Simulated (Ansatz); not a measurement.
`O[SiH2][CH2][SbH2]`: the same geometry under several functionals.

```yaml
crystal:
  periodic: [false, false, false]
  atoms:
    - {symbol: O, position_ang: [-1.567252, 1.113231, -0.331392]}
    - {symbol: Si, position_ang: [-0.377472, 0.833285, 0.783538]}
    - {symbol: C, position_ang: [0.176303, -0.904372, 0.482748]}
    - {symbol: Sb, position_ang: [0.356688, -1.301693, -1.651587]}
    - {symbol: H, position_ang: [-1.971495, 1.980589, -0.359014]}
    - {symbol: H, position_ang: [0.760866, 1.775565, 0.592524]}
    - {symbol: H, position_ang: [-0.912617, 1.033315, 2.161845]}
    - {symbol: H, position_ang: [1.143564, -1.086339, 0.953551]}
    - {symbol: H, position_ang: [-0.543909, -1.622694, 0.880014]}
    - {symbol: H, position_ang: [1.882115, -2.070698, -1.500942]}
    - {symbol: H, position_ang: [1.118711, 0.192812, -1.990485]}
basis:
  gaussian: {orbitals: def2-TZVPP}
hamiltonian: {xc: hse06, dispersion: d4}
output: {orbitals: {seedname: orbitals}}
```

```sh
$ ansatz run in.yaml --threads 4 --pin off --events-out ev --progress --plain --max-ram 10444MiB
```

Shortened log:

```
Functional definition: HSE06
  name "HSE06"
  cite "Heyd, Scuseria & Ernzerhof, J. Chem. Phys. 118, 8207 (2003) doi:10.1063/1.1564060"
  cite "Krukau, Vydrov, Izmaylov & Scuseria, J. Chem. Phys. 125, 224106 (2006) doi:10.1063/1.2404663"
  cite "Heyd & Scuseria, J. Chem. Phys. 120, 7274 (2004) doi:10.1063/1.1668634"
  cite "Ernzerhof & Perdew, J. Chem. Phys. 109, 3313 (1998) doi:10.1063/1.476928"
  cite "Perdew, Burke & Ernzerhof, Phys. Rev. Lett. 77, 3865 (1996) doi:10.1103/PhysRevLett.77.3865"
  parent pbe
  parameter a = 0.25
  parameter omega = 0.11/bohr
  # The whole range is PBE's own exchange, as in plane waves. The composition of these papers is wPBEh.
  exchange = pbe_x - a*pbe_x_sr(omega) + a*exact_x_sr(omega)
  correlation = pbe_c
1476 factors; their error is unknown
125 factors; integrals over basis functions are off by at most 5.0e-7 eV
mean field evaluation 1: about -17598.3780 eV, gradient 7.2e1 eV
mean field evaluation 2: about -17578.2918 eV, gradient 1.2e2 eV
mean field evaluation 4: about -17608.6580 eV, gradient 6.4e0 eV
mean field evaluation 8: about -17608.7391 eV, gradient 1.4e-1 eV
mean field evaluation 16: about -17608.9248 eV, gradient 9.0e-4 eV
mean field -17608.92478151 eV, -647.1160499627 hartree, gradient 6.8e-5 eV, S^2 0.000000; 0 other end points of the search recorded, 0 dependent functions left out
reference -17608.92482917 eV, -647.1160517139 hartree; 29, 29 occupied and 223, 223 virtual orbitals, 1476 factors
Total energy: -17609.14456554 eV, -647.1241268767 hartree
```

Hardware: 4 threads of an Arm Neoverse V2 on a shared host. Wall time 4.4 s, peak host memory 0.7 GiB.

Changing it to `hamiltonian: {xc: {name: BLYP}, dispersion: d4}` (abridged; 2.1 s):

```
Functional definition: BLYP
mean field evaluation 16: about -17613.4163 eV, gradient 6.6e-4 eV
mean field -17613.41631841 eV, -647.2811108991 hartree, gradient 4.5e-5 eV, S^2 0.000000
Total energy: -17614.01375312 eV, -647.3030662200 hartree
```

The same input with `hamiltonian: {xc: {name: r2SCAN0}, dispersion: d4}` (abridged; 6.5 s):

```
Functional definition: r2SCAN0
mean field evaluation 16: about -17614.9514 eV, gradient 1.3e-4 eV
mean field -17614.95139451 eV, -647.3375239052 hartree, gradient 2.0e-5 eV, S^2 0.000000
Total energy: -17615.02934500 eV, -647.3403885331 hartree
```

With the line `hamiltonian: {xc: pbe, dispersion: d4}` and forces (abridged; 2.4 s):

```
Functional definition: PBE
mean field evaluation 16: about -17607.9075 eV, gradient 4.9e-4 eV
mean field -17607.90752011 eV, -647.0786662958 hartree, gradient 1.7e-5 eV, S^2 0.000000
Total energy: -17608.18264328 eV, -647.0887768857 hartree
Atom 0 force    -0.182839    -0.325528    -0.328730 eV/Å
Atom 1 force     0.223494     0.016413     0.241172 eV/Å
Atom 2 force     0.001477     0.055590     0.099847 eV/Å
Atom 3 force    -0.317112    -0.182537    -0.300671 eV/Å
Atom 4 force    -0.195975     0.401868    -0.020613 eV/Å
Atom 5 force     0.143993     0.094568    -0.013048 eV/Å
Atom 6 force    -0.052284     0.013255     0.163143 eV/Å
Atom 7 force     0.176178    -0.038355     0.090092 eV/Å
Atom 8 force    -0.126793    -0.144485     0.067841 eV/Å
Atom 9 force     0.209385    -0.080572     0.028274 eV/Å
Atom 10 force     0.120476     0.189783    -0.027307 eV/Å
Dipole moment:    -0.101887     0.116442     0.121155 e Å
```

The same input with `hamiltonian: {xc: {name: CAM-B3LYP}, dispersion: d4}` (abridged; 3.5 s):

```
Functional definition: CAM-B3LYP
mean field evaluation 16: about -17614.6967 eV, gradient 1.4e-4 eV
mean field -17614.69672070 eV, -647.3281648154 hartree, gradient 3.5e-5 eV, S^2 0.000000
Total energy: -17614.93712844 eV, -647.3369996368 hartree
```

With the line `hamiltonian: {xc: {name: B3LYP}, dispersion: d4}` and forces (abridged; 6 s):

```
Functional definition: B3LYP
mean field evaluation 16: about -17619.1564 eV, gradient 7.9e-3 eV
mean field -17619.15639698 eV, -647.4920548960 hartree, gradient 1.4e-5 eV, S^2 0.000000
Total energy: -17619.60458222 eV, -647.5085253995 hartree
Atom 0 force    -0.082228     0.047019    -0.065497 eV/Å
Atom 1 force     0.135836     0.099661     0.241532 eV/Å
Atom 2 force     0.011425    -0.029017     0.273122 eV/Å
Atom 3 force    -0.065495    -0.120706    -0.279026 eV/Å
Atom 4 force    -0.048025     0.014032    -0.038186 eV/Å
Atom 5 force    -0.075787    -0.059499     0.014690 eV/Å
Atom 6 force     0.031442    -0.007318    -0.085493 eV/Å
Atom 7 force    -0.075982    -0.004290    -0.023378 eV/Å
Atom 8 force     0.061227     0.037920    -0.019766 eV/Å
Atom 9 force     0.070872    -0.040175     0.001542 eV/Å
Atom 10 force     0.036716     0.062372    -0.019541 eV/Å
Dipole moment:    -0.107045     0.123735     0.130714 e Å
```

HSE06 is the plane-wave form, built on full-range PBE exchange.

B3LYP takes the VWN-RPA correlation (the form of Gaussian; ORCA's B3LYP/G).
